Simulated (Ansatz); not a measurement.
TaS(OH)3 (TaSO3H3). Charge 0, multiplicity 1. Geometry PBE-D4/def2-SVP, basis def2-TZVP, Ansatz.

```tsv
run	HOMO (eV)	LUMO (eV)
A	-6.54	-2.16
B	-9.62	0.91
C	-7.54	-1.18
D	-6.65	-1.84
E	-8.51	-0.23
F	-9.77	0.96
```

In the def2 sets Ta takes a core potential; there is no spin–orbit coupling.

Q: The runs used BHLYP, LDA (SPW92), PBE0, r2SCAN, ωB97M-V, ωB97X-V. Estimate which is which.

A: A LDA (SPW92) (0 % exact exchange); B ωB97M-V (range-separated); C PBE0 (25 % exact exchange); D r2SCAN (0 % exact exchange); E BHLYP (50 % exact exchange); F ωB97X-V (range-separated). Exact exchange lowers occupied and raises empty levels; among semilocal functionals meta-GGAs tend to open the gap a little, and such runs are hard to tell apart. The gap grows from 4.38 eV (LDA (SPW92)) to 10.73 eV (ωB97X-V).
